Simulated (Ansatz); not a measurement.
Several settings on one geometry of tetraphenylethylene (C26H20) (that of the charge 0 singlet, r2SCAN-D4/def2-SVP). Ansatz on 2 threads of AMD EPYC 7R13 on a shared host and a share (18 GiB) of an NVIDIA H100 80GB HBM3; times are rough.

Cartesian coordinates in Å:
```
C 2.7522 -2.7887 2.6249
C 1.7040 -3.2347 1.8123
C 1.0271 -2.3401 0.9830
C 1.3859 -0.9788 0.9463
C 0.6847 -0.0202 0.0524
C -0.6849 0.0206 -0.0519
C -1.5766 -0.6876 0.9036
C -1.3648 -0.6125 2.2938
C -2.2185 -1.2666 3.1824
C -3.3007 -2.0121 2.7017
C -3.5315 -2.0837 1.3240
C -2.6851 -1.4190 0.4344
C -1.3782 0.7759 -1.1282
C -0.9632 0.6817 -2.4706
C -1.6322 1.3810 -3.4755
C -2.7286 2.1916 -3.1610
C -3.1606 2.2832 -1.8338
C -2.4997 1.5738 -0.8292
C 1.5685 0.8911 -0.7209
C 2.7245 0.3939 -1.3537
C 3.5637 1.2425 -2.0784
C 3.2774 2.6087 -2.1663
C 2.1467 3.1199 -1.5196
C 1.3005 2.2709 -0.8058
C 2.4602 -0.5483 1.7491
C 3.1286 -1.4421 2.5881
H 3.2814 -3.4906 3.2764
H 1.4131 -4.2894 1.8219
H 0.2090 -2.6922 0.3486
H -0.5205 -0.0300 2.6728
H -2.0394 -1.1911 4.2591
H -3.9686 -2.5265 3.3992
H -4.3787 -2.6594 0.9391
H -2.8730 -1.4716 -0.6424
H -0.1073 0.0485 -2.7200
H -1.2970 1.2900 -4.5130
H -3.2516 2.7414 -3.9493
H -4.0208 2.9100 -1.5793
H -2.8449 1.6426 0.2070
H 2.9555 -0.6733 -1.2816
H 4.4490 0.8346 -2.5759
H 3.9395 3.2750 -2.7276
H 1.9234 4.1899 -1.5688
H 0.4181 2.6739 -0.3010
H 2.7622 0.5030 1.7178
H 3.9511 -1.0853 3.2156
```

Totals from different functionals, basis sets or treatments of relativity can't be compared as stabilities.

The 6-31G sets use Cartesian d functions.

The spins typed aren't always the lowest for that charge.

(1) Give the basis size and estimate the energy, ⟨S²⟩ and time of these runs.

```tsv
run	method	charge	state	further keys
1	RKS ωB97M-V/def2-SVP	0	singlet	fitting: {mean_field: def2-universal-jkfit}; scf: {omitted_lower_state_checks: [starts]}
2	ROHF/6-31++G**	-1	doublet	fitting: {mean_field: def2-universal-jkfit}; accuracy: high; scf: {omitted_lower_state_checks: [starts]}
3	RKS r2SCANh-D4/def2-mTZVPP	0	singlet	fitting: {mean_field: def2-universal-jkfit}; nuclear_model: gaussian; point_charges: [{charge: 0.50, position_ang: [8.081, -0.855, -0.366]}]; forces asked
```

Results:

(1) 
| run | functions | energy (Eh) | ⟨S²⟩ | wall time |
| --- | --- | --- | --- | --- |
| 1 | 464 | -1001.6944 | – | 11 s |
| 2 | 613 | -996.2339 | – | 18 s |
| 3 | 594 | -1002.5017 | – | 11 s |
